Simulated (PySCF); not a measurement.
## SMILES C=CCC1(CF)C=C1, C$_{7}$H$_{9}$F

Molfile (atoms numbered from 1):
```
C7H9F
     RDKit          3D

 17 17  0  0  0  0  0  0  0  0999 V2000
    2.5923    0.0274   -0.3898 C   0  0  0  0  0  0  0  0  0  0  0  0
    1.5033   -0.6458   -0.0701 C   0  0  0  0  0  0  0  0  0  0  0  0
    0.5352   -0.2240    0.9909 C   0  0  0  0  0  0  0  0  0  0  0  0
   -0.8013    0.1929    0.3774 C   0  0  0  0  0  0  0  0  0  0  0  0
   -1.7211   -0.9642    0.0466 C   0  0  0  0  0  0  0  0  0  0  0  0
   -2.1788   -1.5689    1.2007 F   0  0  0  0  0  0  0  0  0  0  0  0
   -0.8827    1.4416   -0.4529 C   0  0  0  0  0  0  0  0  0  0  0  0
   -1.4021    1.5235    0.7361 C   0  0  0  0  0  0  0  0  0  0  0  0
    2.8678    0.9335    0.1252 H   0  0  0  0  0  0  0  0  0  0  0  0
    3.2585   -0.2975   -1.1709 H   0  0  0  0  0  0  0  0  0  0  0  0
    1.2500   -1.5527   -0.6036 H   0  0  0  0  0  0  0  0  0  0  0  0
    0.9490    0.6161    1.5515 H   0  0  0  0  0  0  0  0  0  0  0  0
    0.3597   -1.0505    1.6846 H   0  0  0  0  0  0  0  0  0  0  0  0
   -1.2073   -1.7465   -0.5223 H   0  0  0  0  0  0  0  0  0  0  0  0
   -2.6076   -0.6257   -0.4995 H   0  0  0  0  0  0  0  0  0  0  0  0
   -0.6258    1.8788   -1.3851 H   0  0  0  0  0  0  0  0  0  0  0  0
   -1.8962    2.0740    1.4973 H   0  0  0  0  0  0  0  0  0  0  0  0
  1  2  2  0
  2  3  1  0
  3  4  1  0
  4  5  1  0
  5  6  1  0
  4  7  1  0
  7  8  2  0
  8  4  1  0
  1  9  1  0
  1 10  1  0
  2 11  1  0
  3 12  1  0
  3 13  1  0
  5 14  1  0
  5 15  1  0
  7 16  1  0
  8 17  1  0
M  END
```

Level of theory: GIAO B97-2/pcSseg-1 magnetisability, rotational g tensor and spin-rotation constants, non-relativistic, gas phase in PySCF 2.14.0. Geometry: GFN2-xTB.

What are the magnetisability and the molar susceptibility?

Isotropic -1143 × 10⁻³⁰ J/T², or -68.8 × 10⁻⁶ cm³/mol; principal values -1337, -1105, -987 × 10⁻³⁰ J/T², anisotropy 308 × 10⁻³⁰ J/T² (root of half the summed squared differences of the principal values). The susceptibility is in cgs units.

Split it along the inertial axes a, b, c into diamagnetic and paramagnetic parts about the centre of mass, with the quadrupole moment.


```csv
axis,χ (10⁻⁶ cm³/mol),diamagnetic (10⁻⁶ cm³/mol),paramagnetic (10⁻⁶ cm³/mol),summed x² of all electrons (Å²),quadrupole Θ (D Å)
a,-72.7,-489.5,416.8,183.1,-4.93
b,-64.2,-915.1,850.9,82.8,+1.02
c,-69.6,-1127.9,1058.3,32.6,+3.91
```
Anisotropies 2χaa − χbb − χcc = -11.6 and 2χbb − χaa − χcc = +13.8 × 10⁻⁶ cm³/mol. Θ is traceless in Buckingham's convention.

And the rotational g tensor?


| axis | rotational constant (GHz) | g | nuclear part | electronic part |
| --- | --- | --- | --- | --- |
| a | 3.0668 | -0.0136 | 0.5870 | -0.6006 |
| b | 1.4554 | -0.0146 | 0.5671 | -0.5818 |
| c | 1.1371 | -0.0095 | 0.5559 | -0.5654 |

Asymmetric top; isotopes 12C, 19F, 1H; no vibrational averaging.
